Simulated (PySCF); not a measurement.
Working out the ionisation energy of Cu⁺

Cu⁺ [Ar] 3d10 (1S) → Cu²⁺ [Ar] 3d9 (2D). Calculation: PySCF 2.14, in aug-cc-pVDZ-DK; scalar relativity by spin-free X2C-1e. Frozen: [Ar]. Energies in hartree (1 hartree = 27.21139 eV):

```
             part   Cu⁺ (lower)  Cu²⁺ (upper)
              UHF  -1652.906512  -1652.275260
MP2 opposite-spin     -0.265394     -0.184611
    MP2 same-spin     -0.159758     -0.111362
```

**Question.** What does Hartree-Fock give?

**Answer.** (-1652.275260) − (-1652.906512) = 0.631252 hartree = 17.177 eV.

**Question.** What do MP2 and SCS-MP2 (6/5 opposite-spin, 1/3 same-spin) give?

**Answer.** The opposite-spin parts differ by 2.198 eV and the same-spin parts by 1.317 eV. MP2: 17.177 + (2.198) + (1.317) = 20.692 eV. SCS-MP2: 17.177 + 1.2 × (2.198) + (1.317)/3 = 20.254 eV.

Reference: 20.292 eV (measured; NIST Atomic Spectra Database, ionization energies), between the lowest levels; spin-orbit coupling is absent from the calculation.

A double-zeta basis recovers only part of the correlation energy.

What remains against the reference includes basis incompleteness, the frozen core and correlation beyond second order.
